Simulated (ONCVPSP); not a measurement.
## copper (Cu): excitation energies, all-electron against ONCV

- Element: Cu (Z = 29)
- Generator: ONCVPSP 4.0.1
- Type: optimised norm-conserving Vanderbilt (ONCV)
- Functional: PBE
- Relativity: scalar-relativistic
- Frozen core: [Ne]
- Valence charge: 19
- Reference configuration: 3s2 3p6 3d9 (charge +2)
- Partial waves: 3s: rc 1.15 bohr, ncon 4, nbas 9, qcut 13.5 1/bohr, 3 projectors, debl 3 Ha; 3p: rc 1.05 bohr, ncon 4, nbas 8, qcut 7.3 1/bohr, 2 projectors, debl 3 Ha; 3d: rc 0.85 bohr, ncon 4, nbas 8, qcut 15.5 1/bohr, 2 projectors, debl 2.3 Ha
- Local potential: polynomial inside 0.60 bohr (lpopt 5, dvloc0 -1 Ha)
- Core correction: Teter function, fcfact 2.5, rcfact 1.45

In the s channel the program set the typed energies aside and used -5.155, 0.250, 3.250 Ha. In the p channel the program set the typed energies aside and used -3.587, 0.250 Ha.

Energies are relative to the spin-unpolarised reference configuration 3s2 3p6 3d9; without spin polarisation the order of configurations can differ from experiment.

| valence configuration | charge | ΔE all-electron (eV) | error AE − PS (meV) |
| --- | --- | --- | --- |
| 3s2 3p6 3d10 4s1 | 0 | -29.483 | +0.1 |
| 3s2 3p6 3d10 | +1 | -21.333 | +1.1 |
| 3s2 3p6 3d8 | +3 | 39.020 | -0.7 |

What are ΔE and the potential's error for 3s2 3p6 3d10 4s0.5?

ΔE = -26.319 eV all-electron; the error (AE − PS) is +1.1 meV.

Levels in the configuration 3s2 3p6 3d10 4s1:

```tsv
level	all-electron (eV)	pseudo (eV)
3s	-114.704	-114.701
3p	-72.144	-72.145
3d	-5.039	-5.038
4s	-4.610	-4.610
```
